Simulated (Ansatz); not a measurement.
`O=CBF` + H₂ → `BF` + `C=O` at 400 K and 1 bar (hydrogenolysis of a B–C bond).

Computed with Ansatz on PBE0-D4/def2-TZVP structures; ΔE is electronic, products minus reactants. CCSD(T)/CBS adds triple-zeta CCSD(T) − MP2 to the extrapolated MP2 energy (def2 sets, frozen cores). This one scheme is used for every species. One conformer a species, not always the lowest.

```tsv
species	CCSD(T)/CBS energy (Eh)	H − E (kJ/mol)	S (J/(mol·K))
`O=CBF`	-239.02821	109.0	312.6
H₂	-1.17544	38.0	139.0
`BF`	-125.82039	73.4	234.2
`C=O`	-114.39408	83.9	229.4
```

H − E and S are ideal-gas, rigid-rotor, harmonic terms from PBE0-D4/def2-TZVP, for one conformer and one mirror image of each species. For small species the MP2-based limit differs from directly extrapolated CCSD(T) by up to some mEh (0.8 for H₂); such offsets cancel only in part. 1 Eh = 2625.50 kJ/mol, R = 8.31446 J/(mol·K).

Task: By hand: ΔE, ΔH, ΔS and ΔG.

Result: ΔE = (-125.82039) + (-114.39408) − (-239.02821) − (-1.17544) = -0.01082 Eh = -28.4 kJ/mol. Δ(H − E) = 73.4 + 83.9 − 109.0 − 38.0 = 10.3, so ΔH = -18.1 kJ/mol. ΔS = 234.2 + 229.4 − 312.6 − 139.0 = 12.0 J/(mol·K). ΔG = -18.1 − 400 × (12.0)/1000 = -22.9 kJ/mol.

Task: By hand: the equilibrium constant, and the temperature at which ΔG would vanish if ΔH and ΔS stayed fixed.

Result: log₁₀ K = −ΔG/(RT ln 10) = 3.0. ΔH and −TΔS have one sign here, so there is no such temperature.

The number of gas molecules stays the same, so ΔS is small and ΔH decides. A doubt of 5 kJ/mol in ΔE shifts log₁₀ K by 0.7 here. Other conformers and mirror images would add mixing entropy, several J/(mol·K) or more a flexible species. Modes under 60 cm⁻¹, often nearly free rotors, make the harmonic entropy too high. These are equilibria of isolated gas molecules and say nothing of rates. Largest T1 diagnostic: 0.015 (customary marks: 0.02 for closed shells, 0.045 for open ones).

ΔS is within the doubt of such terms, so its sign, and with it that verdict, could turn.
